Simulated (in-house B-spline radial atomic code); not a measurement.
# RPA and G0W0 on CAM-B3LYP: the gallium ion Ga³⁺

Configuration [Ar] 3d10, mean-field start CAM-B3LYP. Computed with an all-electron radial atomic-structure program (B-spline basis): all electrons, non-relativistic, point nucleus, each spin shell either full or empty, empty states to l = 9 with an (l + 1/2)⁻⁴ tail; G0W0 by contour deformation at full frequency.

Command:
```bash
python run_gw.py task.json out
```
Settings (radii: box in bohr, nucleus in fm):
```
Z                        31
electrons                28
configuration            [Ar] 3d10
hamiltonian              nr
method                   camb3lyp
lmax                     9
spin_polarised           False
box_radius               14.14
intervals                51
```

Cost of the run: 2.1 s on 1 thread of Arm Neoverse N1 (shared host).

Energies (hartree):

```csv
term,value
mean-field total,-1922.86501
Hartree-Fock functional on these orbitals,-1921.28824
direct second order,-2.4411
second-order exchange,0.70203
SOSEX correction,0.63941
```

**Question.** What is the RPA correlation energy, and what remains with SOSEX?

**Answer.** RPA gives -2.0726 hartree (-2.01 eV per electron); RPA + SOSEX gives -1.4332, and the second-order doubles -1.7391 hartree (no singles). RPA lacks exchange-type terms and so overcorrelates at short range.

Quasi-particle levels (eV):

| level | occupied | mean field | Σx - vxc | Σc | QP weight | G0W0 |
| --- | --- | --- | --- | --- | --- | --- |
| 3d | yes | -57.80 | -8.82 | ? | ? | ? |
| 4s | no | -33.51 | 4.35 | -1.28 | 0.986 | -30.44 |

G0W0 = mean field + (Σx - vxc) + Σc, with Σc (partial-wave tail included) taken at the quasi-particle energy. Only the outer levels were computed. Levels of low weight are left out.

**Question.** Where does G0W0 put 3d?

**Answer.** At -64.39 eV, with Σc = 2.22 eV and a quasi-particle weight of 0.937. The tabulated removal energy is 63.241 ± 0.009 eV (NIST, measured); the calculation leaves out relativity, Breit and QED terms, and what these don't explain is the method's own error.
